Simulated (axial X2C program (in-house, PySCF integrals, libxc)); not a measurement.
## OSmO: the levels of the configuration f(δφ)4 f(π)0

Calculated with an in-house all-electron X2C program for linear molecules (integrals from PySCF): two-component X2C with atomic mean-field Coulomb and Gaunt terms, basis O dyall-v2z, Sm dyall-v2z (cores contracted in-house). Orbitals come from Hartree–Fock averaged over the configuration Sm f(δφ)4 f(π)0; CI then distributes these electrons over the f(δφ), f(π) shells of Sm.

O–Sm–O held linear, both bonds 1.742 Å (near the minimum of the configuration average).

Lowest levels of this model:

```json
{"Ω": "0", "energy (cm⁻¹)": "0", "g∥": "0.00", "configuration": "99% f(δφ)4"}
{"Ω": "1", "energy (cm⁻¹)": "1117", "g∥": "3.65", "configuration": "98% f(δφ)4"}
{"Ω": "2", "energy (cm⁻¹)": "3861", "g∥": "7.33", "configuration": "98% f(δφ)4"}
{"Ω": "0", "energy (cm⁻¹)": "12348", "g∥": "0.00", "configuration": "99% f(δφ)4"}
{"Ω": "6", "energy (cm⁻¹)": "13119", "g∥": "13.87", "configuration": "99% f(δφ)4"}
{"Ω": "5", "energy (cm⁻¹)": "13918", "g∥": "10.11", "configuration": "98% f(δφ)4"}
{"Ω": "5", "energy (cm⁻¹)": "15036", "g∥": "11.98", "configuration": "98% f(δφ)4"}
{"Ω": "4", "energy (cm⁻¹)": "15948", "g∥": "6.78", "configuration": "96% f(δφ)4"}
{"Ω": "0", "energy (cm⁻¹)": "16166", "g∥": "0.00", "configuration": "97% f(δφ)4"}
{"Ω": "1", "energy (cm⁻¹)": "17392", "g∥": "2.36", "configuration": "97% f(δφ)4"}
{"Ω": "10", "energy (cm⁻¹)": "17820", "g∥": "20.55", "configuration": "100% f(δφ)4"}
{"Ω": "4", "energy (cm⁻¹)": "19464", "g∥": "8.38", "configuration": "96% f(δφ)4"}
{"Ω": "6", "energy (cm⁻¹)": "20199", "g∥": "12.12", "configuration": "98% f(δφ)4"}
{"Ω": "5", "energy (cm⁻¹)": "20474", "g∥": "10.04", "configuration": "100% f(δφ)4"}
{"Ω": "0", "energy (cm⁻¹)": "22018", "g∥": "0.00", "configuration": "97% f(δφ)4"}
{"Ω": "7", "energy (cm⁻¹)": "22950", "g∥": "15.46", "configuration": "96% f(δφ)4"}
{"Ω": "3", "energy (cm⁻¹)": "23294", "g∥": "4.59", "configuration": "92% f(δφ)4 + 8% f(δφ)3 f(π)1"}
{"Ω": "2", "energy (cm⁻¹)": "23489", "g∥": "5.48", "configuration": "94% f(δφ)4 + 6% f(δφ)3 f(π)1"}
{"Ω": "1", "energy (cm⁻¹)": "23587", "g∥": "3.21", "configuration": "96% f(δφ)4"}
{"Ω": "0", "energy (cm⁻¹)": "26767", "g∥": "0.00", "configuration": "99% f(δφ)4"}
{"Ω": "1", "energy (cm⁻¹)": "26841", "g∥": "2.80", "configuration": "93% f(δφ)4 + 6% f(δφ)3 f(π)1"}
```

g∥ is the magnitude of 2⟨Lz + ge Sz⟩ for the +Ω component.

This point took 1.4 s on 1 thread of Arm Neoverse V2, with other jobs on the host.

Dynamic correlation is missing, so gaps between terms are too wide and other configurations may lie lower; the lowest level listed is that of this model, not necessarily the ground state. At most 6 roots were kept for each Ω > 0 (twice that for Ω = 0) within 3.5 eV of the lowest, so higher up levels can be missing between those listed; levels with Ω > 0 are doubly degenerate and listed once, Ω = 0 levels singly. States that fill the shells left empty in the average are placed too high. The molecule was held linear; bending was not examined.
